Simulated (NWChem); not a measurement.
Species: Ga cation, singlet

Low-valent species are run as closed-shell singlets; no triplet was tried in these runs.

Task: Give the principal values of the shielding tensors (ppm) of Ga1 from PBE0/x2c-TZVPall-s, scalar ZORA without spin-orbit coupling, GIAO (NWChem), with their diamagnetic and paramagnetic parts as GIAO splits them.

Result: 
| atom | σ11 | σ22 | σ33 | isotropic | diamagnetic | paramagnetic |
|---|---|---|---|---|---|---|
| Ga1 | 2634.6 | 2634.6 | 2634.6 | 2634.6 | 2624.9 | 9.7 |
